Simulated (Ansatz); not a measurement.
The cluster Sb₃⁻ (the lowest singlet isomer of a short search) was relaxed with r2SCAN-D4 (def2-SVPD) in Ansatz in these states: charge -1 quintet, charge -1 triplet. The geometries follow in no particular order.

In the def2 sets Sb takes a core potential; there is no spin–orbit coupling.

A:

Cartesian coordinates in Å:
```
Sb 1.732 0.334 1.235
Sb -0.793 0.913 0.248
Sb -0.940 -1.247 -1.483
```

B:

```xyz
3

Sb   -1.3009   -0.4638   -0.8351
Sb    1.2927    0.5788   -0.7747
Sb    0.0082   -0.1150    1.6098
```

Question: Judge from the bond lengths which geometry belongs to which state (an estimate).

Answer: A is the charge -1 quintet (Sb1–Sb3 4.127 Å, Sb1–Sb2 2.772 Å, Sb2–Sb3 2.772 Å); B is the charge -1 triplet (Sb1–Sb3 2.795 Å, Sb1–Sb2 2.796 Å, Sb2–Sb3 2.796 Å).

At r2SCAN-D4/def2-SVPD the highest occupied level of the charge -1 quintet lies above zero (up to 0.57 eV). It is a level of α spin, whose loss leaves a quartet; that state wasn't run at this geometry and level. The electron is either unbound and held by the finite basis, or the level is raised by self-interaction error. At r2SCAN-D4/def2-SVPD the highest occupied level of the charge -1 triplet lies above zero (up to 0.23 eV). It is a level of α spin, whose loss leaves a doublet; that state wasn't run at this geometry and level. The electron is either unbound and held by the finite basis, or the level is raised by self-interaction error. At PBE0-D4/def2-TZVPD a triplet lies 1.49 eV below the charge -1 quintet. These are the stationary points nearest to one start from a short search; other shapes may lie lower in each state.
